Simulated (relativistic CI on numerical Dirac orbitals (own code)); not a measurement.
**What each ingredient does to the levels of Rh6+**

Base calculation: Dirac-Coulomb-Breit CI, KLI orbitals optimised for each configuration, model QED, unscaled Slater integrals.

Configurations in the expansion (outside the closed core [Ar] 3d10): 4s2 4p6 4d3, 4s2 4p6 4d2 5s, 4s2 4p6 4d2 4f, 4s2 4p5 4d4, 4s2 4p6 4d2 5p, 4s2 4p6 4d2 5d, 4s 4p6 4d4, 4s2 4p6 4d2 6s, 4s2 4p6 4d2 6p, 4s2 4p6 4d 5s 5p, 4s2 4p6 4d2 5f, 4s2 4p6 4d2 6d, 4s2 4p6 4d2 5g, 4s2 4p6 4d 4f2, 4s2 4p6 4f2 5s, 4s2 4p6 4f3, 4s2 4p6 4f2 5p, 4s2 4p6 4f2 5d, 4s2 4p6 4d 5s2, 4s2 4p6 4f 5s2, 4s2 4p6 5s2 5p, 4s2 4p6 5s2 5d. Double excitations out of closed p, d and f shells are left out; levels of such configurations are missing from the list, as are those of other unlisted configurations, and high levels can miss mixing partners. These lack a partner that the ground configuration has and come out too high: 4s2 4p6 4d2 6s, 4s2 4p6 4d2 6p, 4s2 4p6 4d2 5f, 4s2 4p6 4d2 6d, 4s2 4p6 4d2 5g.

Variants: (1) valence Slater integrals scaled by 0.9; (2) Breit term removed; (3) non-relativistic limit. Shifts of the energy above 4s2 4p6 4d3 4F_3/2, in cm⁻¹, for the lowest level and the first level of each name with at least 55 % of one term (blank where a level changes its place among those of its configuration and J or its character, or is not in the variant):

| Level | Base | Δ(1) | Δ(2) | Δ(3) |
| --- | --- | --- | --- | --- |
| 4s2 4p6 4d3 4F_3/2 | 0.0 | 0.0 | 0.0 | 0.0 |
| 4s2 4p6 4d3 4F_5/2 | 1837.1 | +30.8 | +96.1 | -1837.1 |
| 4s2 4p6 4d3 4F_7/2 | 4039.4 | +29.3 | +203.6 | -4039.4 |
| 4s2 4p6 4d3 4F_9/2 | 6406.5 | -15.3 | +307.5 | -6406.5 |
| 4s2 4p6 4d3 4P_3/2 | 16095.8 | -1330.7 | +58.0 | -1962.1 |
| 4s2 4p6 4d3 4P_1/2 | 16218.4 | -1232.2 | +102.9 | -2084.8 |
| 4s2 4p6 4d3 4P_5/2 | 19041.8 | -1208.9 | +230.0 | -4908.1 |
| 4s2 4p6 4d3 2G_7/2 | 19988.7 | -1607.0 | +178.2 | -2733.9 |
| 4s2 4p6 4d3 2G_9/2 | 21400.4 | -1744.2 | +209.4 | -4145.5 |
| 4s2 4p6 4d3 2P_1/2 | 24893.1 | -1849.4 | +212.1 | -3439.5 |
| 4s2 4p6 4d3 2D_5/2 | 28290.3 | -1973.8 | +289.0 | -5469.1 |
| 4s2 4p6 4d3 2H_9/2 | 28372.3 | -2174.9 | +324.9 | -4455.0 |
| 4s2 4p6 4d3 2H_11/2 | 28810.2 | -2371.6 | +308.4 | -4892.9 |
| 4s2 4p6 4d3 2P_3/2 | 30093.3 | -1909.7 | +392.4 |  |

At this charge configurations can still be misplaced by up to about 7 % of their energy. Terms inside the open d or f shell come out 10 to 20 % too wide with unscaled integrals.

Ionisation energy from the two ground configurations alone: base 96.97 eV; valence Slater integrals scaled by 0.9 96.84 eV. The NIST ASD value (theoretical) is 97 eV.

LS names give the leading component of a level, which can be under half, so a name can repeat, a term be missing and a line seem to break the LS rules.
